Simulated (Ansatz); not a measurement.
Geometry optimisation, RKS BHLYP/def2-SVP in Ansatz 0.2.0.

Input:

```yaml
crystal:
  periodic: [false, false, false]
  atoms:
    - { symbol: C, position_ang: [-0.9098, 1.1244, 0.3004] }
    - { symbol: Si, position_ang: [0.7309, 0.4207, 0.5376] }
    - { symbol: B, position_ang: [0.7355, -1.3616, -0.2281] }
    - { symbol: F, position_ang: [1.1246, -2.4883, 0.6281] }
    - { symbol: S, position_ang: [0.4055, -1.6244, -2.0595] }
    - { symbol: H, position_ang: [-1.1828, 1.2381, -0.7979] }
    - { symbol: H, position_ang: [-0.952, 2.1928, 0.7247] }
    - { symbol: H, position_ang: [-1.68, 0.5556, 0.7866] }
    - { symbol: H, position_ang: [1.0375, 0.3733, 2.0185] }
    - { symbol: H, position_ang: [1.7427, 1.2581, -0.1129] }
    - { symbol: H, position_ang: [-0.9865, -1.7456, -1.7769] }
basis:
  gaussian: { orbitals: def2-SVP }
hamiltonian:
  xc: { name: BHLYP }
relax:
  f_tol: 0.02
  max_steps: 50
output:
  orbitals: {}
```

Launched with:

```bash
$ ansatz run input.yaml --threads 2 --pin off --max-ram 3072MiB --backend cpu --events-out ev --progress --plain --runs-dir out
```

Task: Where does it end, and by what steps?

Result: The run converged. The force dipped under the threshold on the way, but the program's further checks kept it going. After 20 steps the energy has fallen by 1.308 eV; F4 moved furthest, 1.12 Å.

| step | energy less start (eV) | largest force component (eV/Å) | accepted |
| --- | --- | --- | --- |
| 0 | 0.0000 | 4.224 | yes |
| 1 | -0.4489 | 3.312 | yes |
| 2 | -0.5371 | 3.047 | yes |
| 3 | -0.7697 | 0.643 | yes |
| 4 | -0.8403 | 0.803 | yes |
| 5 | -0.9332 | 1.311 | yes |
| 6 | -1.1220 | 0.901 | yes |
| 7 | -1.2494 | 0.587 | yes |
| 8 | -1.2939 | 0.215 | yes |
| 9 | -1.3005 | 0.158 | yes |
| 10 | -1.3009 | 0.145 | yes |
| 11 | -1.3049 | 0.082 | yes |
| 12 | -1.3055 | 0.091 | yes |
| 13 | -1.3065 | 0.017 | yes |
| 14 | -1.3071 | 0.038 | yes |
| 15 | -1.3074 | 0.025 | yes |
| 16 | -1.3078 | 0.033 | yes |
| 17 | -1.3073 | 0.138 | no |
| 18 | -1.3079 | 0.033 | yes |
| 19 | -1.3080 | 0.036 | yes |
| 20 | -1.3081 | 0.009 | yes |

```xyz
11
Properties=species:S:1:pos:R:3
C -0.921 1.202 0.130
Si 0.679 0.343 0.623
B 0.913 -1.465 -0.281
F 1.993 -2.185 -0.019
S -0.242 -2.216 -1.445
H -0.955 1.387 -0.948
H -1.013 2.167 0.635
H -1.793 0.600 0.402
H 0.710 0.140 2.096
H 1.842 1.199 0.270
H -1.148 -1.229 -1.441
```

Run time: 80 s on 2 threads of Intel(R) Xeon(R) Platinum 8375C CPU @ 2.90GHz (Ice Lake), with other jobs on the host, peak memory 0.26 GiB.
